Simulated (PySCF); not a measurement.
Structure problem from calculated spectra and properties.

Elements present: C, F, H, N and O. Monoisotopic mass: 151.0245 u.

| Quantity | Value |
| --- | --- |
| Triplet | lowest triplet excitation (Tamm–Dancoff): 2.82 eV [TDA PBE0/def2-SVPD] |
| 13C NMR | chemical shifts (computed TMS as zero) by class: 169.2 (1 C), 164.5 (1 C), 138.4 (1 C), 135.4 (1 C), 125.5 (1 C) ppm [GIAO PBE0/pcSseg-1] |
| Rotational structure | rotational constants A, B, C: 3.185, 0.567, 0.481 GHz [GFN2-xTB] |
| 1H NMR | chemical shifts (computed TMS as zero) by class: 7.54 (1 H), 5.96 (1 H), 4.93 (1 H), 4.70 (1 H) ppm [GIAO PBE0/pcSseg-1] |
| NMR, other nuclei | isotropic shieldings of nuclei other than C and H, by class: 151 (1 N), -48 (1 O), 264 (1 F), 281 (1 F), 368 (1 F) ppm [GIAO PBE0/pcSseg-1] |
| Polarisability | 85.0 au [PBE0/def2-SVPD] |

Gas-phase values; electronic properties from PySCF, density fitting. Levels stand in brackets. Isolated species at its GFN2-xTB geometry (one conformer only). NMR values are class means; diastereotopic atoms form classes of their own.

Q: Which formula fits the mass and the elements?

A: C5H4F3NO (calculated 151.0245). No other formula that holds each of these elements comes within 0.0003 u with a fitting electron parity and a possible valence count.

Q: Give a SMILES that accounts for the data.

A: Numbering: `[NH2:1][C:2](=[O:3])/[CH:4]=[CH:5]/[C:6]([F:7])=[C:8]([F:9])[F:10]`. Its formula, C5H4F3NO, gives 3 degrees of unsaturation: 0 rings and 3 π bonds in the structure found. 5 carbons fall into 5 classes; from least to most shielded: =CF2 carbon [C8] (169.2 ppm), amide carbonyl carbon [C2] (164.5 ppm), vinylic C–F carbon [C6] (138.4 ppm), alkene CH carbon [C5] (135.4 ppm), alkene CH carbon [C4] (125.5 ppm). Hydrogen classes from least to most shielded: 1 H on an alkene CH carbon, C5 (7.54 ppm), 1 H on an alkene CH carbon, C4 (5.96 ppm), 1 H on an amide nitrogen, N1 (4.93 ppm), 1 H on an amide nitrogen, N1 (4.70 ppm). The other shieldings belong to: 151 ppm, amide nitrogen [N1]; -48 ppm, amide oxygen [O3]; 264 ppm, vinyl fluorine [F10]; 281 ppm, vinyl fluorine [F9]; 368 ppm, vinyl fluorine [F7]. The optimised geometry has point group Cs and is an asymmetric top. Structure: `NC(=O)/C=C/C(F)=C(F)F`. Computed isomers that give other values at the same levels: `CO/C(C#N)=C\C(F)(F)F` (13C chemical shifts (computed TMS as zero) by class: 145.4 (1 C), 131.3 (1 C), 119.5 (1 C), 117.6 (1 C), 59.8 (1 C) ppm); `Cc1cc(C(F)(F)F)on1` (13C chemical shifts (computed TMS as zero) by class: 169.9 (1 C), 163.5 (1 C), 128.3 (1 C), 115.4 (1 C), 13.4 (1 C) ppm); `[H]/N=C\C(=C)C(=O)C(F)(F)F` (13C chemical shifts (computed TMS as zero) by class: 184.5 (1 C), 167.7 (1 C), 147.7 (1 C), 147.6 (1 C), 125.7 (1 C) ppm). The assignments are read from this structure; whether some other isomer fits the data as well wasn't checked.

Shape of the structure used: `[NH2:1][C:2](=[O:3])/[CH:4]=[CH:5]/[C:6]([F:7])=[C:8]([F:9])[F:10]`: N1–C2–C4–C5 180°, C4–C5–C6–F7 0°, H–N1–C2–O3 0°, H–N1–C2–O3 180°.
